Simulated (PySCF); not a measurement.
An unknown shows these calculated signals:

1H NMR (400 MHz, computed): δ 7.91 (s, 1H), 5.44 (sept, 1H), 2.60 (s, 3H), 0.50 (d, 6H).

13C{1H} NMR (computed): δ 162.7 (C), 158.1 (CH), 15.6 (CH3), -0.9 (CH3).

- NMR shieldings at PBE0/pcSseg-1/GIAO
- GFN2-xTB geometry
- program: PySCF
- in vacuum, equivalent nuclei averaged, no relativistic terms, single conformer

Referencing at the same level of theory: 1H (31.72 ppm) and 13C (186.93 ppm) against TMS.

Problem. Which of these does the molecule contain: a vinyl group CH=CH2, a Si–H bond, an N-methyl group, a CH3CH2 unit, a Si–CH3 group, a heteroaromatic ring?

Solution. 
- A vinyl group CH=CH2: no.
- A Si–H bond: yes (δH 5.44 (sept)).
- An N-methyl group: no.
- A CH3CH2 unit: no.
- A Si–CH3 group: yes (δC -0.9; δH 0.50 (d)).
- A heteroaromatic ring: yes.

The data belong to SMILES Cc1ncnn1[SiH](C)C, C5H11N3Si; they needn't prove each group on their own.

Carbon signals by region: 1 in the far downfield region (above 160 ppm), 1 in the sp2 and nitrile region (100–160 ppm), 2 below 50 ppm. Above 160 ppm: 162.7, substituted aromatic carbon next to a ring nitrogen.

Shifts are as computed. Against solution values, carbons near 30 ppm lie about +3 ppm off and those near 130 ppm about +5 ppm. Of 1211 compounds with measured shifts, 218 miss one by over three times the rms of a fit or turn the order of signals round; such compounds aren't used in these exercises. Multiplicities follow the n + 1 count of equivalent neighbours, as no J values were calculated; m marks all less simple cases, F and P coupling included.
